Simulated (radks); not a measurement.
Results of a calculation; reference values are marked as such.
Q: Ionisation of Au2+, [Xe] 4f14 5d9, to Au3+, [Xe] 4f14 5d8, under several functionals. Scalar-relativistic Kohn-Sham, spin-unpolarised, spherical densities, finite nucleus; a radial shooting solver on a logarithmic mesh with Libxc functionals. Known Delta-SCF values: B86b exchange with PBE correlation 33.900 eV. What does exchange-only r2SCAN give, and what is its highest occupied eigenvalue?

A: 32.857 eV by Delta-SCF; the 5d eigenvalue is -26.330 eV. NIST: 30 eV (theoretical).

Beside tabulated values, note that spin-unpolarised runs miss the spin-polarisation part of the exchange energy of open shells.
